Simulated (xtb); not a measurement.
C₃H₃O₃ (SMILES O=C1O[CH]CO1), doublet, from a rough starting geometry; GFN2-xTB (xtb).

xtb was given this input:
```
$ xtb mol.xyz --gfn 2 --uhf 1 --opt vtight --json

# file mol.xyz
9

O      2.51524943    -0.35978658     0.31910160
C      1.41150581    -0.15872099     0.14522488
O      0.84873503     1.06540241    -0.11902119
C     -0.50437739     0.87574050    -0.31166968
C     -0.82099983    -0.53359812     0.03328102
O      0.40590291    -1.05449818     0.34518875
H     -1.13142514     1.73782177    -0.28661470
H     -1.47433875    -0.65245244     0.87208884
H     -1.33929157    -1.08963982    -0.76669797
```

Problem. Write the output that xtb gives for this input, abridged.

Solution. 
```
   ID    Z sym.   atoms
    1    8 O      1, 3, 6
    2    6 C      2, 4, 5
    3    1 H      7-9

           -------------------------------------------------
          |                Calculation Setup                |
           -------------------------------------------------

           -------------------------------------------------
          |                 G F N 2 - x T B                 |
           -------------------------------------------------

          ...................................................
          :                      SETUP                      :
          :.................................................:
          :  # basis functions                  27          :
          :  # atomic orbitals                  27          :
          :  # shells                           15          :
          :  # electrons                        33          :
          :  max. iterations                   250          :
          :  Hamiltonian                  GFN2-xTB          :
          :  restarted?                      false          :
          :  GBSA solvation                  false          :
          :  PC potential                    false          :
          :  electronic temp.          300.0000000     K    :
          :  accuracy                    1.0000000          :
          :  -> integral cutoff          0.2500000E+02      :
          :  -> integral neglect         0.1000000E-07      :
          :  -> SCF convergence          0.1000000E-05 Eh   :
          :  -> wf. convergence          0.1000000E-03 e    :
          :  Broyden damping             0.4000000          :
          :  net charge                          0          :
          :  unpaired electrons                  1          :
          ...................................................

 iter      E             dE          RMSdq      gap      omega  full diag
   1    -20.2471646 -0.202472E+02  0.529E+00    3.91       0.0  T
   2    -20.2719704 -0.248058E-01  0.283E+00    3.31       1.0  T
   3    -20.2720686 -0.982087E-04  0.117E+00    3.56       1.0  T
   4    -20.2734736 -0.140498E-02  0.125E-01    3.32       1.0  T
   5    -20.2735081 -0.344847E-04  0.675E-02    3.35       1.0  T
   6    -20.2735102 -0.216509E-05  0.185E-02    3.34       1.8  T
   7    -20.2735106 -0.342437E-06  0.545E-03    3.35       6.1  T
   8    -20.2735106 -0.483240E-07  0.238E-03    3.35      14.0  T
   9    -20.2735106 -0.925777E-08  0.760E-04    3.35      43.8  T
  10    -20.2735106 -0.292136E-09  0.527E-04    3.35      63.3  T

   *** convergence criteria satisfied after 10 iterations ***

         :::::::::::::::::::::::::::::::::::::::::::::::::::::
         ::                     SUMMARY                     ::
         :::::::::::::::::::::::::::::::::::::::::::::::::::::
         :: total energy             -20.095325098473 Eh    ::
         :: gradient norm              0.148721257472 Eh/a0 ::
         :: HOMO-LUMO gap              3.345406758167 eV    ::
         ::.................................................::
         :: SCC energy               -20.273509206808 Eh    ::
         :: -> isotropic ES            0.053007403259 Eh    ::
         :: -> anisotropic ES          0.003404438947 Eh    ::
         :: -> anisotropic XC         -0.003656830023 Eh    ::
         :: -> dispersion             -0.004713822688 Eh    ::
         :: repulsion energy           0.178184108335 Eh    ::
         :: add. restraining           0.000000000000 Eh    ::
         :: total charge              -0.000000000000 e     ::
         :::::::::::::::::::::::::::::::::::::::::::::::::::::

      -----------------------------------------------------------
     |                   =====================                   |
     |                        A N C O P T                        |
     |                   =====================                   |
     |               Approximate Normal Coordinate               |
[...]
 * total energy  :   -20.0953251 Eh     change       -0.1939551E-08 Eh
 * total energy  :   -20.1030140 Eh     change       -0.7688884E-02 Eh
 * total energy  :   -20.1039558 Eh     change       -0.9417860E-03 Eh
 * total energy  :   -20.1041739 Eh     change       -0.2181021E-03 Eh
 * total energy  :   -20.1042237 Eh     change       -0.4986804E-04 Eh
 * total energy  :   -20.1042294 Eh     change       -0.5628952E-05 Eh
 * total energy  :   -20.1042322 Eh     change       -0.2797402E-05 Eh
 * total energy  :   -20.1042330 Eh     change       -0.8824969E-06 Eh
 * total energy  :   -20.1042333 Eh     change       -0.2700314E-06 Eh
 * total energy  :   -20.1042333 Eh     change       -0.9954153E-08 Eh
   *** GEOMETRY OPTIMIZATION CONVERGED AFTER 10 ITERATIONS ***
         :: total energy             -20.104233328861 Eh    ::
[...]
        12        2.0000           -0.5495709             -14.9546
        13        2.0000           -0.5444639             -14.8156
        14        2.0000           -0.5185784             -14.1112
        15        2.0000           -0.4761499             -12.9567
        16        2.0000           -0.4627172             -12.5912
        17        1.0000           -0.3465813              -9.4310 (HOMO)
        18                         -0.2277271              -6.1968 (LUMO)
        19                         -0.0142095              -0.3867
        20                          0.0436649               1.1882
        21                          0.0718903               1.9562
        22                          0.0888567               2.4179
        23                          0.1445373               3.9331
        24                          0.1617353               4.4010
        25                          0.2976678               8.1000
        26                          0.3219061               8.7595
        27                          0.6775280              18.4365
      -------------------------------------------------------------
                  HL-Gap            0.1188543 Eh            3.2342 eV
             Fermi-level           -0.3459017 Eh           -9.4125 eV

     #   Z          covCN         q      C6AA      α(0)
     1   8 O        0.856    -0.367    21.030     6.148
     2   6 C        2.768     0.479    19.049     7.148
     3   8 O        1.711    -0.204    17.396     5.631
     4   6 C        2.892     0.027    27.404     8.583
     5   6 C        3.753     0.072    19.425     6.285
     6   8 O        1.710    -0.260    18.315     5.778
     7   1 H        0.927     0.083     1.949     2.183
     8   1 H        0.923     0.083     1.953     2.185
     9   1 H        0.923     0.088     1.902     2.157

 Mol. C6AA /au·bohr⁶  :        967.618521
 Mol. C8AA /au·bohr⁸  :      21874.026135
 Mol. α(0) /au        :         46.098682

Wiberg/Mayer (AO) data.
largest (>0.10) Wiberg bond orders for each atom

 ---------------------------------------------------------------------------
     #   Z sym  total        # sym  WBO       # sym  WBO       # sym  WBO
 ---------------------------------------------------------------------------
     1   8 O    2.080 --     2 C    1.735     6 O    0.149     3 O    0.123
     2   6 C    3.923 --     1 O    1.735     6 O    1.076     3 O    1.041
     3   8 O    2.418 --     4 C    1.165     2 C    1.041     1 O    0.123
     4   6 C    3.352 --     3 O    1.165     5 C    1.051     7 H    0.966
     5   6 C    3.931 --     4 C    1.051     6 O    0.964     9 H    0.936
                             8 H    0.932
     6   8 O    2.289 --     2 C    1.076     5 C    0.964     1 O    0.149
     7   1 H    0.993 --     4 C    0.966
     8   1 H    0.991 --     5 C    0.932
     9   1 H    0.991 --     5 C    0.936
 ---------------------------------------------------------------------------

Topologies differ in total number of bonds
Writing topology from bond orders to xtbtopo.mol

molecular dipole:
                 x           y           z       tot (Debye)
 q only:       -1.810       0.199      -0.202
   full:       -2.046       0.254      -0.160       5.256
molecular quadrupole (traceless):
                xx          xy          yy          xz          yz          zz
 q only:       -4.013       1.163       1.444      -1.076       0.657       2.569
  q+dip:       -7.422       1.708       2.409      -2.206       1.602       5.013
   full:       -7.034       1.592       1.877      -2.076       1.626       5.158

optimized geometry written to: xtbopt.xyz

           -------------------------------------------------
          | TOTAL ENERGY              -20.104233328861 Eh   |
          | GRADIENT NORM               0.000030134487 Eh/α |
          | HOMO-LUMO GAP               3.234189138037 eV   |
           -------------------------------------------------
```
